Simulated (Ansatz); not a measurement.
Relaxation of BrGeH₄OP (8 atoms, charge 0, multiplicity 1), to a largest force component of 0.015 eV/Å in at most 40 steps.

Method: RKS PBE0/def2-SVP (Ansatz).

```xyz
8
Properties=species:S:1:pos:R:3
O 0.208 1.494 -1.151
Ge -0.408 0.237 -0.071
P 1.080 -1.467 -0.087
Br -2.392 -0.544 -0.807
H -0.523 2.242 -1.095
H -0.547 0.814 1.368
H 2.115 -0.727 0.713
H 0.558 -2.106 1.073
```

Where does it end, and by what steps?

It converged. The force dipped under the threshold on the way, but the program's further checks kept it going. After 12 steps the energy has fallen by 0.329 eV; H5 moved furthest, 0.16 Å.

| step | energy less start (eV) | largest force component (eV/Å) | accepted |
| --- | --- | --- | --- |
| 0 | 0.0000 | 2.471 | yes |
| 1 | -0.2425 | 0.891 | yes |
| 2 | -0.3049 | 0.551 | yes |
| 3 | -0.2562 | 1.309 | no |
| 4 | -0.3264 | 0.177 | yes |
| 5 | -0.3278 | 0.082 | yes |
| 6 | -0.3283 | 0.032 | yes |
| 7 | -0.3286 | 0.035 | yes |
| 8 | -0.3287 | 0.007 | yes |
| 9 | -0.3288 | 0.024 | yes |
| 10 | -0.3289 | 0.026 | yes |
| 11 | -0.3289 | 0.015 | yes |
| 12 | -0.3289 | 0.008 | yes |

```xyz
8
Properties=species:S:1:pos:R:3
O 0.189 1.496 -1.110
Ge -0.385 0.258 0.020
P 1.167 -1.441 -0.125
Br -2.422 -0.577 -0.717
H -0.428 2.229 -1.221
H -0.672 0.880 1.402
H 2.086 -0.758 0.733
H 0.558 -2.145 0.961
```

Run time: 58 s on 2 threads of Arm Neoverse V1 (shared host), peak memory 0.31 GiB.
